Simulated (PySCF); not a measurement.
# Fine-structure interval of Hg⁴⁹⁺ by level of theory

Hg⁴⁹⁺ [Ar] 3d10 4s2 4p1 [4p1/2^1, M_J = 1/2] → Hg⁴⁹⁺ [Ar] 3d10 4s2 4p1 [4p3/2^1, M_J = 3/2], as a difference of total energies. All numbers are calculated (PySCF 2.14, the two-component X2C-1e Hamiltonian, in an uncontracted even-tempered set (16 s from 7.1 bohr⁻², ratio 2.8; 13 p from 9.3 bohr⁻², ratio 2.8; 8 d from 16 bohr⁻², ratio 2.8; 4 f from 38 bohr⁻², ratio 3)). Correlated levels: [Ne] frozen; the 72 highest virtual spinors dropped. "Screened" scales the spin-orbit matrix elements by Boettger's factors to mimic the two-electron term; Breit and QED terms are absent.

```json
{"method": "GHF (screened spin-orbit)", "fine-structure interval (cm⁻¹)": "1194100"}
{"method": "GMP2 (screened spin-orbit)", "fine-structure interval (cm⁻¹)": "1190900"}
{"method": "GHF (bare spin-orbit)", "fine-structure interval (cm⁻¹)": "1228700"}
```
